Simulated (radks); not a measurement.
The numbers below are computed, except where a source is named.
Dy+, configuration [Xe] 4f8.5 6s1 6p1.5 (fractional occupations, a model configuration). Code: a radial shooting solver on a logarithmic mesh with Libxc functionals. Model: Dirac Kohn-Sham, LDA (Slater exchange, Perdew-Wang correlation), spin-unpolarised, spherical densities, finite nucleus; open shells are shared between the two j in proportion to 2j + 1; Fermi nuclear charge, rms radius 5.2218 fm.

Spin-orbit splittings of the eigenvalues, e(l+1/2) - e(l-1/2), with zeta = 2 splitting/(2l+1) and mean radii in bohr:

| shell | occ. | splitting (eV) | zeta (eV) | <r> j=l-1/2 | <r> j=l+1/2 |
|---|---|---|---|---|---|
| 2p | 6 | 799.2 | 532.8 | 0.07440 | 0.08146 |
| 3p | 6 | 165.9 | 110.6 | 0.2240 | 0.2374 |
| 3d | 10 | 36.25 | 14.50 | 0.2098 | 0.2139 |
| 4p | 6 | ? | ? | 0.5393 | 0.5699 |
| 4d | 10 | 6.823 | 2.729 | 0.6005 | 0.6112 |
| 4f | 8.5 | 0.9794 | 0.2798 | 0.7814 | 0.7922 |
| 5p | 6 | 5.370 | 3.580 | 1.405 | 1.497 |
| 6p | 1.5 | 0.6195 | 0.4130 | 3.928 | 4.144 |

Estimate the 4p splitting.

Answer. 37.47 eV (zeta = 24.98 eV).
